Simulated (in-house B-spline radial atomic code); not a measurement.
# Ionising Ag⁴⁺ with different functionals

Computed with a B-spline radial code for spherical atoms: scalar-relativistic (spin-free X2C) Hamiltonian, Fermi nucleus of rms radius 4.5454 fm, spin-polarised at highest spin, spherical fractional occupations for the functionals, the average over the highest-spin determinants for Hartree-Fock. The ionisation energy is the difference of two self-consistent energies, [Kr] 4d7 → [Kr] 4d6, without Breit or QED terms; ε is the level of the shell that loses the electron (its least bound occupied spin orbital). There is no spin-orbit coupling in this Hamiltonian.

Hybrids are left out here: with spherical fractional occupations of an open shell their exact exchange keeps a self-interaction that integer-occupation calculations don't have.

```
           method          rung  ΔSCF (eV)  -ε(4d) (eV)
     Hartree-Fock  Hartree-Fock      64.62        66.01
         LDA VWN5           LDA      67.01        58.78
         LDA PW92           LDA      67.01        58.78
LDA exchange-only           LDA      64.91        56.78
              PBE           GGA      66.63        58.43
           PBEsol           GGA      66.63        58.42
             BLYP           GGA          ?            ?
             RPBE           GGA      66.56        58.35
             PW91           GGA      66.74        58.53
             BP86           GGA      66.75        58.54
             AM05           GGA          ?            ?
             OLYP           GGA      66.80        58.56
             TPSS      meta-GGA      66.44        58.26
             SCAN      meta-GGA      66.20        58.15
           r2SCAN      meta-GGA      66.20        58.16
          revTPSS      meta-GGA      66.36        58.19
```

Problem. What does BLYP give?

Solution. ΔSCF 66.53 eV, and -ε(4d) = 58.31 eV.

Problem. What does AM05 give?

Solution. ΔSCF 66.70 eV, and -ε(4d) = 58.48 eV.

Problem. How do they compare with the NIST value?

Solution. NIST lists 65 eV ± 1.9 (tabulated theory, ground level to ground level). Errors run from -0.38 to +2.01 eV; all lie within about twice that uncertainty, so the table can't rank the methods. Hartree-Fock also lacks correlation.
